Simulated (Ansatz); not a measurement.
C6H15O, charge +1, singlet, at a GFN2-xTB geometry; Ansatz (a first-principles code) with MP2/6-31G*.

Input for Ansatz:
Ansatz 0.2 input:
```yaml
crystal:
  periodic: [false, false, false]
  atoms:
    - {symbol: C, position_ang: [1.51690442, -1.41971904, -0.24378573]}
    - {symbol: C, position_ang: [1.40505215, -0.07373810, 0.48414863]}
    - {symbol: C, position_ang: [2.01623325, 1.03976375, -0.36381501]}
    - {symbol: C, position_ang: [-0.02692007, 0.26556411, 0.93788271]}
    - {symbol: C, position_ang: [-1.05411537, 0.38736354, -0.17379600]}
    - {symbol: C, position_ang: [-2.37166067, 0.98323651, 0.26509911]}
    - {symbol: O, position_ang: [-1.34287486, -1.02525699, -0.61158989]}
    - {symbol: H, position_ang: [0.99879037, -2.21740868, 0.29055638]}
    - {symbol: H, position_ang: [1.20911345, -1.35273697, -1.29212350]}
    - {symbol: H, position_ang: [2.56418651, -1.71381692, -0.27863193]}
    - {symbol: H, position_ang: [1.99290782, -0.14922192, 1.40299502]}
    - {symbol: H, position_ang: [1.54026238, 1.12375991, -1.33877963]}
    - {symbol: H, position_ang: [3.07020753, 0.83878908, -0.53175862]}
    - {symbol: H, position_ang: [1.93627406, 1.99739621, 0.14226544]}
    - {symbol: H, position_ang: [0.00382205, 1.21808948, 1.46647643]}
    - {symbol: H, position_ang: [-0.37865578, -0.48306837, 1.65105011]}
    - {symbol: H, position_ang: [-0.64768996, 0.92780748, -1.03290850]}
    - {symbol: H, position_ang: [-2.77234369, 0.44338393, 1.11865954]}
    - {symbol: H, position_ang: [-2.22326304, 2.01889486, 0.55474022]}
    - {symbol: H, position_ang: [-3.10154716, 0.96724142, -0.54110959]}
    - {symbol: H, position_ang: [-1.90738052, -1.04673974, -1.40881562]}
    - {symbol: H, position_ang: [-0.45464738, -1.46513842, -0.74429878]}
basis:
  gaussian:
    orbitals: 6-31G*
total_charge: 1
magnetization: {spin_polarized: false}
correlation: {method: mp2, electrons: outside_noble_gas}
accuracy: high
```

Task: Predict the main parts of the log of this Ansatz run.

Result: 
```
Functional definition: HF
3435 factors; integrals over basis functions are off by at most 1.0e-8 eV
mean field evaluation 1: about -8444.2294 eV, gradient 4.7e1 eV
mean field evaluation 2: about -8444.2275 eV, gradient 4.7e1 eV
mean field evaluation 4: about -8449.9342 eV, gradient 4.4e0 eV
mean field evaluation 8: about -8449.9943 eV, gradient 2.2e-4 eV
mean field -8449.99429168 eV, -310.5315626075 hartree, gradient 8.9e-9 eV, S^2 0.000000; 0 other end points of the search recorded, 0 dependent functions left out
7 core orbitals not correlated
reference -8449.99429168 eV, -310.5315626075 hartree; 22, 22 occupied and 106, 106 virtual orbitals, 3435 factors
second order -26.44206000 eV of doubles, -0.00000000 eV of singles
Total energy: -8476.43635168 eV, -311.5032903893 hartree
```
